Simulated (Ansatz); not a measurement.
`C[Si](Cl)(Cl)Cl` + Cl• → `[CH2][Si](Cl)(Cl)Cl`• + HCl at 500 K and 1 bar (hydrogen abstraction from a C–H bond).

Gas-phase electronic energies from Ansatz, PBE0-D4/def2-TZVP geometries. CBS: MP2 limit from def2 TZ/QZ plus the TZ coupled-cluster correction, frozen cores. This one scheme is used for every species, atoms too. No spin–orbit coupling; open shells (•) take unrestricted orbitals. Spin–orbit coupling would lower the free atoms: a little for Cl.

```tsv
species	CCSD(T)/CBS energy (Eh)	H − E (kJ/mol)	S (J/(mol·K))
`C[Si](Cl)(Cl)Cl`	-1708.45088	156.5	409.3
Cl•	-459.70966	10.4	179.0
`[CH2][Si](Cl)(Cl)Cl`•	-1707.77493	120.8	436.0
HCl	-460.38127	32.5	201.9
```

H − E and S are ideal-gas, rigid-rotor, harmonic terms from PBE0-D4/def2-TZVP, with the whole ground term of open shells counted as degenerate. 1 Eh = 2625.50 kJ/mol, R = 8.31446 J/(mol·K).

By hand: ΔE, ΔH, ΔS and ΔG.

ΔE = (-1707.77493) + (-460.38127) − (-1708.45088) − (-459.70966) = 0.00434 Eh = 11.4 kJ/mol. Δ(H − E) = 120.8 + 32.5 − 156.5 − 10.4 = -13.6, so ΔH = -2.2 kJ/mol. ΔS = 436.0 + 201.9 − 409.3 − 179.0 = 49.6 J/(mol·K). ΔG = -2.2 − 500 × (49.6)/1000 = -27.0 kJ/mol.

By hand: the equilibrium constant, and the temperature at which ΔG would vanish if ΔH and ΔS stayed fixed.

log₁₀ K = −ΔG/(RT ln 10) = 2.8. ΔH and −TΔS have one sign here, so there is no such temperature.

TΔS isn't small against ΔH here. A doubt of 5 kJ/mol in ΔE shifts log₁₀ K by 0.5 here. Modes under 60 cm⁻¹, often nearly free rotors, make the harmonic entropy too high. These are equilibria of isolated gas molecules and say nothing of rates. Largest T1 diagnostic: 0.010 (customary marks: 0.02 for closed shells, 0.045 for open ones).
